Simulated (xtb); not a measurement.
C2H6INSi, SMILES CN(C)[Si]I (connectivity only; charge and spin as stated), neutral, multiplicity 1. All values are semi-empirical tight-binding results from xtb (GFN2-xTB unless named), good for trends rather than for accurate numbers. Geometry optimised at GFN2-xTB. One conformer was computed; it need not be the lowest.

point group as xtb finds it: Cs
orbital gap: 2.94 eV
zero-point energy: 51.4 kcal/mol
G − E(el) at 298.15 K (modified RRHO): 30.3 kcal/mol
static polarisability (D4 model): 99.0 bohr³
solvation energy, GFN2-xTB/ALPB(water): -1.6 kcal/mol
solvation energy, GFN2-xTB/ALPB(thf): -5.3 kcal/mol
